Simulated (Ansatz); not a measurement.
Ansatz (a program for electronic structure) input (B3LYP-D3(BJ)/def2-TZVP):

Ansatz 0.2 input:
```yaml
crystal:
  periodic: [false, false, false]
  atoms:
    - {symbol: C, position_ang: [-2.47162120, -0.21827156, -0.69774531]}
    - {symbol: C, position_ang: [-1.21822960, -0.25020678, 0.16331745]}
    - {symbol: C, position_ang: [-0.72804595, 1.13689774, 0.63430239]}
    - {symbol: C, position_ang: [0.73300316, 0.94723690, 0.85806242]}
    - {symbol: C, position_ang: [1.21418359, -0.36352324, 0.32017886]}
    - {symbol: C, position_ang: [2.54263523, -0.29931851, -0.43366716]}
    - {symbol: C, position_ang: [0.01935825, -0.83783968, -0.52979161]}
    - {symbol: H, position_ang: [-2.76937850, -1.22330384, -1.00481885]}
    - {symbol: H, position_ang: [-2.30253144, 0.37136280, -1.60283906]}
    - {symbol: H, position_ang: [-3.31195420, 0.22799826, -0.16112360]}
    - {symbol: H, position_ang: [-1.42031217, -0.85183727, 1.05672453]}
    - {symbol: H, position_ang: [-1.26562323, 1.49698324, 1.51815226]}
    - {symbol: H, position_ang: [-0.91889858, 1.88377082, -0.15368170]}
    - {symbol: H, position_ang: [1.37403514, 1.66215361, 1.35610975]}
    - {symbol: H, position_ang: [1.34502577, -1.07341907, 1.15476067]}
    - {symbol: H, position_ang: [3.34633714, 0.05744011, 0.21368215]}
    - {symbol: H, position_ang: [2.46900373, 0.38147054, -1.28472508]}
    - {symbol: H, position_ang: [2.82787496, -1.28478837, -0.80929024]}
    - {symbol: H, position_ang: [0.10496822, -0.41426160, -1.53705060]}
    - {symbol: H, position_ang: [-0.02624765, -1.92341858, -0.63384245]}
basis:
  gaussian:
    orbitals: def2-TZVP
hamiltonian:
  xc: b3lyp
  dispersion: d3bj
magnetization: {spin_polarized: true, initial_magnetization: 1}
phonons: {temperatures: {t_min: 298.15, t_max: 298.15, t_step: 100}}
```

Output:

```
Functional definition: B3LYP
integrals: 0.29 GiB planned
1832 factors; their error is unknown
0.42 GiB of the device are held for the grids
2.03 GiB of device memory are held for the factors and their scratch space
mean field: 2.56 GiB planned
mean field evaluation 1: about -7454.7723 eV, gradient 6.1e1 eV
mean field evaluation 2: about -7437.1557 eV, gradient 8.4e1 eV
mean field evaluation 4: about -7472.9280 eV, gradient 5.0e0 eV
mean field evaluation 8: about -7473.0513 eV, gradient 7.4e-2 eV
mean field evaluation 16: about -7472.9952 eV, gradient 6.7e-4 eV
mean field -7472.99523511 eV, -274.6275095123 hartree, gradient 1.6e-5 eV, S^2 0.754333; 0 other end points of the search recorded, 0 dependent functions left out
the calculation of the forces begins
reference -7472.99558066 eV, -274.6275222108 hartree; 28, 27 occupied and 267, 268 virtual orbitals, 1832 factors
these checks for a lower state are left out or cut short: stability, starts, cluster_reference, orbital_swaps, neighbouring_geometries, increment
integrals: 0.29 GiB planned
1832 factors; their error is unknown
0.42 GiB of the device are held for the grids
2.03 GiB of device memory are held for the factors and their scratch space
mean field: 2.56 GiB planned
mean field -7472.99500433 eV, -274.6275010312 hartree, gradient 2.6e-6 eV, S^2 0.754333; 0 other end points of the search recorded, 0 dependent functions left out
the calculation of the forces begins
reference -7472.99534993 eV, -274.6275137316 hartree; 28, 27 occupied and 267, 268 virtual orbitals, 1832 factors
these checks for a lower state are left out or cut short: stability, starts, cluster_reference, orbital_swaps, neighbouring_geometries, increment
integrals: 0.29 GiB planned
1832 factors; their error is unknown
0.42 GiB of the device are held for the grids
2.03 GiB of device memory are held for the factors and their scratch space
mean field: 2.56 GiB planned
mean field evaluation 32: about -7472.9952 eV, gradient 9.2e-3 eV
mean field -7472.99516156 eV, -274.6275068094 hartree, gradient 2.6e-6 eV, S^2 0.754334; 0 other end points of the search recorded, 0 dependent functions left out
the calculation of the forces begins
reference -7472.99550706 eV, -274.6275195060 hartree; 28, 27 occupied and 267, 268 virtual orbitals, 1832 factors
these checks for a lower state are left out or cut short: stability, starts, cluster_reference, orbital_swaps, neighbouring_geometries, increment
integrals: 0.29 GiB planned
1832 factors; their error is unknown
0.42 GiB of the device are held for the grids
2.03 GiB of device memory are held for the factors and their scratch space
mean field: 2.56 GiB planned
mean field -7472.99505386 eV, -274.6275028513 hartree, gradient 2.6e-6 eV, S^2 0.754333; 0 other end points of the search recorded, 0 dependent functions left out
the calculation of the forces begins
reference -7472.99539943 eV, -274.6275155508 hartree; 28, 27 occupied and 267, 268 virtual orbitals, 1832 factors
these checks for a lower state are left out or cut short: stability, starts, cluster_reference, orbital_swaps, neighbouring_geometries, increment
integrals: 0.29 GiB planned
1832 factors; their error is unknown
0.42 GiB of the device are held for the grids
2.03 GiB of device memory are held for the factors and their scratch space
mean field: 2.55 GiB planned
mean field -7472.99507347 eV, -274.6275035719 hartree, gradient 2.6e-6 eV, S^2 0.754334; 0 other end points of the search recorded, 0 dependent functions left out
[...]
1832 factors; their error is unknown
0.42 GiB of the device are held for the grids
2.03 GiB of device memory are held for the factors and their scratch space
mean field: 2.56 GiB planned
mean field -7472.99519060 eV, -274.6275078765 hartree, gradient 2.6e-6 eV, S^2 0.754333; 0 other end points of the search recorded, 0 dependent functions left out
the calculation of the forces begins
reference -7472.99553614 eV, -274.6275205747 hartree; 28, 27 occupied and 267, 268 virtual orbitals, 1832 factors
these checks for a lower state are left out or cut short: stability, starts, cluster_reference, orbital_swaps, neighbouring_geometries, increment
integrals: 0.29 GiB planned
1832 factors; their error is unknown
0.42 GiB of the device are held for the grids
2.03 GiB of device memory are held for the factors and their scratch space
mean field: 2.55 GiB planned
mean field evaluation 800: about -7472.9942 eV, gradient 5.8e-1 eV
mean field -7472.99522380 eV, -274.6275090966 hartree, gradient 2.6e-6 eV, S^2 0.754334; 0 other end points of the search recorded, 0 dependent functions left out
the calculation of the forces begins
reference -7472.99556935 eV, -274.6275217953 hartree; 28, 27 occupied and 267, 268 virtual orbitals, 1832 factors
these checks for a lower state are left out or cut short: stability, starts, cluster_reference, orbital_swaps, neighbouring_geometries, increment
integrals: 0.29 GiB planned
1832 factors; their error is unknown
0.42 GiB of the device are held for the grids
2.03 GiB of device memory are held for the factors and their scratch space
mean field: 2.56 GiB planned
mean field -7472.99510521 eV, -274.6275047384 hartree, gradient 2.6e-6 eV, S^2 0.754333; 0 other end points of the search recorded, 0 dependent functions left out
the calculation of the forces begins
reference -7472.99545075 eV, -274.6275174369 hartree; 28, 27 occupied and 267, 268 virtual orbitals, 1832 factors
these checks for a lower state are left out or cut short: stability, starts, cluster_reference, orbital_swaps, neighbouring_geometries, increment
integrals: 0.29 GiB planned
1832 factors; their error is unknown
0.42 GiB of the device are held for the grids
2.03 GiB of device memory are held for the factors and their scratch space
mean field: 2.56 GiB planned
mean field -7472.99519534 eV, -274.6275080505 hartree, gradient 2.6e-6 eV, S^2 0.754333; 0 other end points of the search recorded, 0 dependent functions left out
the calculation of the forces begins
reference -7472.99554088 eV, -274.6275207490 hartree; 28, 27 occupied and 267, 268 virtual orbitals, 1832 factors
these checks for a lower state are left out or cut short: stability, starts, cluster_reference, orbital_swaps, neighbouring_geometries, increment
integrals: 0.29 GiB planned
1832 factors; their error is unknown
0.42 GiB of the device are held for the grids
2.03 GiB of device memory are held for the factors and their scratch space
mean field: 2.55 GiB planned
mean field -7472.99521963 eV, -274.6275089432 hartree, gradient 2.6e-6 eV, S^2 0.754333; 0 other end points of the search recorded, 0 dependent functions left out
the calculation of the forces begins
reference -7472.99556517 eV, -274.6275216415 hartree; 28, 27 occupied and 267, 268 virtual orbitals, 1832 factors
these checks for a lower state are left out or cut short: stability, starts, cluster_reference, orbital_swaps, neighbouring_geometries, increment
integrals: 0.29 GiB planned
1832 factors; their error is unknown
0.42 GiB of the device are held for the grids
2.03 GiB of device memory are held for the factors and their scratch space
mean field: 2.56 GiB planned
mean field evaluation 832: about -7472.9952 eV, gradient 2.6e-6 eV
mean field -7472.99522061 eV, -274.6275089794 hartree, gradient 2.6e-6 eV, S^2 0.754334; 0 other end points of the search recorded, 0 dependent functions left out
the calculation of the forces begins
reference -7472.99556616 eV, -274.6275216781 hartree; 28, 27 occupied and 267, 268 virtual orbitals, 1832 factors
these checks for a lower state are left out or cut short: stability, starts, cluster_reference, orbital_swaps, neighbouring_geometries, increment
integrals: 0.29 GiB planned
1832 factors; their error is unknown
0.42 GiB of the device are held for the grids
2.03 GiB of device memory are held for the factors and their scratch space
mean field: 2.56 GiB planned
mean field -7472.99508277 eV, -274.6275039137 hartree, gradient 2.6e-6 eV, S^2 0.754333; 0 other end points of the search recorded, 0 dependent functions left out
the calculation of the forces begins
reference -7472.99542827 eV, -274.6275166106 hartree; 28, 27 occupied and 267, 268 virtual orbitals, 1832 factors
these checks for a lower state are left out or cut short: stability, starts, cluster_reference, orbital_swaps, neighbouring_geometries, increment
integrals: 0.29 GiB planned
1832 factors; their error is unknown
0.42 GiB of the device are held for the grids
2.03 GiB of device memory are held for the factors and their scratch space
mean field: 2.56 GiB planned
mean field -7472.99518653 eV, -274.6275077268 hartree, gradient 2.6e-6 eV, S^2 0.754334; 0 other end points of the search recorded, 0 dependent functions left out
the calculation of the forces begins
reference -7472.99553211 eV, -274.6275204269 hartree; 28, 27 occupied and 267, 268 virtual orbitals, 1832 factors
these checks for a lower state are left out or cut short: stability, starts, cluster_reference, orbital_swaps, neighbouring_geometries, increment
integrals: 0.29 GiB planned
1832 factors; their error is unknown
0.42 GiB of the device are held for the grids
2.03 GiB of device memory are held for the factors and their scratch space
mean field: 2.56 GiB planned
mean field -7472.99520387 eV, -274.6275083642 hartree, gradient 2.6e-6 eV, S^2 0.754333; 0 other end points of the search recorded, 0 dependent functions left out
the calculation of the forces begins
reference -7472.99554940 eV, -274.6275210622 hartree; 28, 27 occupied and 267, 268 virtual orbitals, 1832 factors
these checks for a lower state are left out or cut short: stability, starts, cluster_reference, orbital_swaps, neighbouring_geometries, increment
integrals: 0.29 GiB planned
1832 factors; their error is unknown
0.42 GiB of the device are held for the grids
2.03 GiB of device memory are held for the factors and their scratch space
mean field: 2.56 GiB planned
mean field -7472.99523477 eV, -274.6275094995 hartree, gradient 2.6e-6 eV, S^2 0.754333; 0 other end points of the search recorded, 0 dependent functions left out
the calculation of the forces begins
reference -7472.99558032 eV, -274.6275221985 hartree; 28, 27 occupied and 267, 268 virtual orbitals, 1832 factors
Total energy: -7473.80016885 eV, -274.6570902817 hartree
Atom 0 at    -2.471621    -0.218272    -0.697745 Å, force     0.000835     0.000812     0.000018 eV/Å
Atom 1 at    -1.218230    -0.250207     0.163317 Å, force     0.001354    -0.001022     0.001519 eV/Å
Atom 2 at    -0.728046     1.136898     0.634302 Å, force    -0.000321     0.001283    -0.001261 eV/Å
Atom 3 at     0.733003     0.947237     0.858062 Å, force    -0.001786    -0.000229     0.000374 eV/Å
Atom 4 at     1.214184    -0.363523     0.320179 Å, force     0.000166     0.000299    -0.001765 eV/Å
Atom 5 at     2.542635    -0.299319    -0.433667 Å, force     0.000085     0.000170     0.000337 eV/Å
Atom 6 at     0.019358    -0.837840    -0.529792 Å, force    -0.000597    -0.000565     0.000720 eV/Å
Atom 7 at    -2.769379    -1.223304    -1.004819 Å, force     0.000116    -0.000009    -0.000054 eV/Å
Atom 8 at    -2.302531     0.371363    -1.602839 Å, force    -0.000160    -0.000028    -0.000006 eV/Å
Atom 9 at    -3.311954     0.227998    -0.161124 Å, force    -0.000156     0.000010    -0.000051 eV/Å
Atom 10 at    -1.420312    -0.851837     1.056725 Å, force    -0.000282    -0.000142    -0.000115 eV/Å
Atom 11 at    -1.265623     1.496983     1.518152 Å, force    -0.000023    -0.000289     0.000462 eV/Å
Atom 12 at    -0.918899     1.883771    -0.153682 Å, force     0.000309     0.000421     0.000304 eV/Å
Atom 13 at     1.374035     1.662154     1.356110 Å, force    -0.000122     0.000116    -0.000274 eV/Å
Atom 14 at     1.345026    -1.073419     1.154761 Å, force    -0.000444    -0.000195    -0.000495 eV/Å
Atom 15 at     3.346337     0.057440     0.213682 Å, force     0.000380     0.000073    -0.000107 eV/Å
Atom 16 at     2.469004     0.381471    -1.284725 Å, force     0.000031    -0.000190     0.000264 eV/Å
Atom 17 at     2.827875    -1.284788    -0.809290 Å, force     0.000153    -0.000200    -0.000130 eV/Å
Atom 18 at     0.104968    -0.414262    -1.537051 Å, force     0.000443     0.000079     0.000238 eV/Å
Atom 19 at    -0.026248    -1.923419    -0.633842 Å, force     0.000018    -0.000395     0.000021 eV/Å
Dipole moment:    -0.031759    -0.037892     0.017694 e Å
Vibrations: 109.47 144.23 231.63 238.55 264.55 333.40 363.12 430.52 456.62 529.70 634.58 840.29 848.15 868.74 903.58 930.73 959.33 1000.05 1020.07 1048.50 1067.14 1099.81 1113.36 1165.75 1191.40 1240.41 1281.46 1286.00 1305.21 1323.42 1342.41 1370.19 1385.70 1409.40 1414.08 1468.82 1493.07 1495.25 1496.63 1498.70 1501.57 2904.06 2925.59 2997.96 3011.48 3018.72 3021.76 3024.03 3073.33 3081.30 3084.28 3084.99 3088.47 3190.06 cm⁻¹, zero-point energy 4.935292 eV
```

It need not be the lowest isomer of its formula.
